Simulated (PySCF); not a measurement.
SMILES Cc1ccc([OH2+])cc1 (C7H9O (cation, charge +1)) (GFN2-xTB optimised geometry):

```
17

C     -2.837    -0.037    -0.018
C     -1.348    -0.017     0.000
C     -0.626    -1.210     0.000
C      0.758    -1.210     0.000
C      1.405     0.008    -0.003
O      2.883     0.021    -0.055
C      0.736     1.213    -0.001
C     -0.649     1.188    -0.001
H     -3.249     0.902     0.340
H     -3.223    -0.853     0.587
H     -3.186    -0.190    -1.039
H     -1.152    -2.152     0.001
H      1.307    -2.139    -0.005
H      3.249    -0.785     0.368
H      3.233     0.843     0.349
H      1.268     2.152    -0.006
H     -1.190     2.121     0.000
```

Calculation: B3LYP/def2-SVP in PySCF.

### Question
What are the frontier orbital energies?

### Answer
HOMO-2 -13.72 eV, HOMO-1 -11.70 eV, HOMO -11.27 eV, LUMO -5.55 eV, LUMO+1 -4.91 eV.

On the same geometry PBE/def2-SVP (PySCF 2.14.0) gives HOMO-2 -12.43 eV, HOMO-1 -10.92 eV, HOMO -10.46 eV, LUMO -6.16 eV, LUMO+1 -5.66 eV.

Meta-Löwdin charges at B3LYP/def2-SVP: C1 -0.29, C2 0.07, C3 -0.07, C4 -0.12, C5 0.15, O6 -0.24, C7 -0.12, C8 -0.08, H9 0.12, H10 0.12, H11 0.13, H12 0.13, H13 0.13, H14 0.41, H15 0.41, H16 0.13, H17 0.13.
